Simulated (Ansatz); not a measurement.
Geometry optimisation, RKS PBE0-D4/STO-3G (Ansatz 0.2.0).

input.yaml

```yaml
crystal:
  periodic: [false, false, false]
  atoms:
    - { symbol: O, position_ang: [1.36489, -1.58067, 1.36385] }
    - { symbol: Si, position_ang: [0.79761, -0.48395, 0.49236] }
    - { symbol: O, position_ang: [1.72123, 0.68667, -0.14927] }
    - { symbol: Si, position_ang: [-1.2744, 0.0697, -0.29411] }
    - { symbol: H, position_ang: [2.665, 0.7489, -0.01266] }
    - { symbol: H, position_ang: [-1.39, 1.5252, -0.46662] }
    - { symbol: H, position_ang: [-1.49545, -0.56919, -1.59709] }
    - { symbol: H, position_ang: [-2.35682, -0.37373, 0.59519] }
basis:
  gaussian: { orbitals: STO-3G }
hamiltonian:
  xc: pbe0
  dispersion: d4
relax:
  f_tol: 0.015
  max_steps: 40
```

Run as:

```bash
$ ansatz run input.yaml --threads 1 --pin off --max-ram 2048MiB --backend cpu --events-out ev --progress --plain --runs-dir out
```

Q: Where does it end, and by what steps?

A: It converged. Limits of this set-up: minimal basis. After 8 steps the energy has fallen by 0.416 eV; H5 moved furthest, 0.27 Å.

```csv
step,energy less start (eV),largest force component (eV/Å),accepted
0,0.0000,2.907,yes
1,-0.2395,1.673,yes
2,-0.3508,1.388,yes
3,-0.3565,0.484,yes
4,-0.3784,1.047,yes
5,-0.4061,0.493,yes
6,-0.4140,0.068,yes
7,-0.4151,0.056,yes
8,-0.4158,0.008,yes
```

```xyz
8
Properties=species:S:1:pos:R:3
O 1.364 -1.470 1.375
Si 0.766 -0.380 0.434
O 1.814 0.776 -0.247
Si -1.309 0.070 -0.313
H 2.729 0.525 0.118
H -1.510 1.494 -0.437
H -1.530 -0.537 -1.604
H -2.291 -0.454 0.605
```

Whether the end is a true minimum wasn't checked by a vibrational analysis.

The run took 7.8 s on 1 thread of Intel(R) Xeon(R) 6975P-C (Granite Rapids), with other jobs on the host, peak memory 0.12 GiB.
